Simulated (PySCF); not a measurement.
# Bond length, frequency and bond energy of IF⁺ by level of theory

State: ²Π (doublet), unpaired electrons π ↑. Set-up: basis I cc-pVDZ-PP with ECP28, F cc-pVDZ; scalar-relativistic core potentials; PySCF 2.14. De refers to I⁺ + F in their high-spin ground configurations, without counterpoise correction. The functionals are run spin-unrestricted. A positive dipole points towards F; it is taken about the centre of mass and depends on that origin. Levels whose curve was spin-contaminated or gave no clean fit are not listed.

| Level | Re (Å) | ωe (cm⁻¹) | De (eV) | μ (D) | CPU s a point (SCF and correlation, without the integrals) |
| --- | --- | --- | --- | --- | --- |
| UHF-CCSD | 1.907 | 663 | 1.60 | n/a | n/a |
| PBE | 1.919 | 658 | 3.07 | -1.90 | 0.23 |
| TPSS | 1.913 | 669 | 2.86 | -1.93 | 0.82 |
| r²SCAN | 1.901 | 685 | 2.54 | -2.07 | 0.87 |
| r²SCANh | 1.893 | 699 | 2.31 | -2.18 | 0.34 |
| PBE0 | 1.889 | 707 | 2.35 | -2.22 | 0.4 |
| r²SCAN0 | 1.881 | 718 | 1.99 | -2.32 | 0.55 |

The bond length runs from 1.881 Å (r²SCAN0) to 1.919 Å (PBE). De spans 1.60 eV (UHF-CCSD, coupled cluster) to 3.07 eV (PBE, GGA).

Correlated steps freeze 5 core orbitals. Correlated levels converge slowly with the basis: in double zeta they bind strong bonds too weakly, by up to about 1 eV, and carry superposition errors of some tenths. Spin–orbit coupling is left out, which matters for elements this heavy, above all for dissociation energies. For an ion De counts to the pair picked by the measured ionisation energies or electron affinities, which need not be the lowest pair at this level. The state is the lowest determinant that a PBE0 search found; another state may lie lower at other levels.

The whole job (state search and all levels along the bond) took about 0.99 min on 1 thread of AMD EPYC 9R14 (shared host), peak memory 0.42 GiB.
